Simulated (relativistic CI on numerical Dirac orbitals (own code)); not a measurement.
## Transition arrays of Cs¹⁵⁺

Method of calculation: Dirac-Coulomb-Breit CI, separate exchange-only KLI orbitals for each configuration, QED by a radiative potential, valence Slater integrals scaled by 0.9, whole transition arrays (own radial code, finite nucleus).

CI space (outside the closed core [Ar] 3d10 4s2): 4p⁶4d⁴, 4p⁶4d³4f, 4p⁵4d⁵, 4p⁶4d³5p, 4p⁶4d³5f. Levels of other configurations are missing.

All E1 lines from the levels of 4p⁶4d⁴; mean and standard deviation are weighted by gf, and upper levels are sorted by their leading configuration.

```
Upper configuration  Lines     Σgf  Mean (eV)  Mean (nm)  σ (eV)  Strongest line (nm)
           4p⁶4d³4f   3005  1030.3     123.12     10.070    3.29                9.993
             4p⁵4d⁵   3065   542.5     123.42     10.045    6.84                9.814
           4p⁶4d³5p   1718    92.3     139.44      8.892    4.73                8.761
           4p⁶4d³5f   2825    38.2     216.52      5.726    2.61                5.697
```

Σgf per state of the lower configuration in bins of 0.2 nm over the central range (centre: value): 5.7: 0.15, 8.7: 0.15, 8.9: 0.18, 9.1: 0.04, 9.3: 0.04, 9.5: 0.11, 9.7: 0.34, 9.9: 2.79, 10.1: 3.61, 10.3: 0.32, 10.5: 0.07.

Task: How do configuration mixing and the scaling of the Slater integrals move the arrays?

Result: Slater scale 0.9, no configuration mixing: 4p⁶4d³4f 114.9 ± 5.1 eV (Σgf 740.2), 4p⁵4d⁵ 111.3 ± 9.5 eV (Σgf 675.9), 4p⁶4d³5p 140.8 ± 2.6 eV (Σgf 110.2), 4p⁶4d³5f 216.2 ± 2.7 eV (Σgf 59.5); Slater scale 1: 4p⁶4d³4f 125.3 ± 3.4 eV (Σgf 1014.4), 4p⁵4d⁵ 125.9 ± 6.7 eV (Σgf 577.9), 4p⁶4d³5p 137.5 ± 6.1 eV (Σgf 103.1), 4p⁶4d³5f 216.6 ± 2.8 eV (Σgf 36.9); Slater scale 0.8: 4p⁶4d³4f 120.9 ± 3.2 eV (Σgf 1018.3), 4p⁵4d⁵ 120.9 ± 7.0 eV (Σgf 525.8), 4p⁶4d³5p 140.5 ± 2.7 eV (Σgf 90.9), 4p⁶4d³5f 216.4 ± 2.4 eV (Σgf 39.4). With mixing, levels are counted to their leading configuration, so an array can shrink or vanish into another, and the sums then hold other lines.
